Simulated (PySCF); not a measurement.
## Structure from 2D NMR

Compound of formula C6H9NOSi. Correlations simulated from computed shifts and the bond graph:

HSQC (one-bond C–H):
```
  δH     δC
6.92  146.4
6.92  146.4
3.56   32.8
1.66   81.1
```

COSY cross peaks (H two or three bonds apart, from the bond graph; peaks can be absent where the dihedral angle is near 90°):
```
  δH    δH
6.92  6.92
```

HMBC (two and three bonds, from the bond graph):
```
  δH                        δC
6.92              206.8, 154.7
6.92              206.8, 154.7
5.03       206.8, 154.7, 146.4
3.56  206.8, 154.7, 85.4, 81.1
1.66                85.4, 32.8
```

Carbons without hydrogens: δ 206.8, 154.7, 85.4.

[PySCF 2.14.0 with density-fitted response routines: NMR shieldings at PBE0/pcSseg-1/GIAO; geometry from GFN2-xTB; no solvent; one conformer; equivalent nuclei averaged; non-relativistic Hamiltonian]

δ = σ(ref) − σ, references computed at the same level: ¹H and ¹³C against TMS.

Exchangeable hydrogens are left out of these lists.

Task: Assemble the structure.

Result: SMILES C#CCC(=O)C(=C)[SiH2]N.

Atoms are numbered as in `[CH:1]#[C:2][CH2:3][C:4](=[O:5])[C:6](=[CH2:7])[SiH2:8][NH2:9]`; H(Xn) means a hydrogen on atom n. Ha(C7) is cis to C4; Hb(C7) is trans to C4.

1. δC 206.8 is C4, a ketone carbonyl carbon.
2. δC 154.7 is C6, an α carbon of a C=C–C=O unit.
3. δC 146.4 is C7, a β carbon of a C=C–C=O unit (δH 6.92).
4. δC 85.4 is C2, an alkyne carbon.
5. δC 81.1 is C1, a terminal alkyne carbon (δH 1.66).
6. δC 32.8 is C3, an sp3 CH2 α to a carbonyl (δH 3.56).
7. HMBC from δH 6.92 reaches the proton-free carbons C4, C6.
8. HMBC from δH 6.92 reaches the proton-free carbons C4, C6.
9. HMBC from δH 5.03 reaches the proton-free carbons C4, C6.
10. HMBC from δH 3.56 reaches the proton-free carbons C4, C6, C2.
11. COSY links 6.92–6.92.

The data come from this structure; uniqueness wasn't tested.

OH/NH shifts are gas-phase values; hydrogen bonding in solution moves them, usually downfield. Shifts are as computed. Against solution values, carbons near 30 ppm lie about +3 ppm off and those near 130 ppm about +5 ppm. Of 1309 compounds with measured shifts, 239 miss one by over three times the rms of a fit or turn the order of signals round; such compounds aren't used in these exercises.
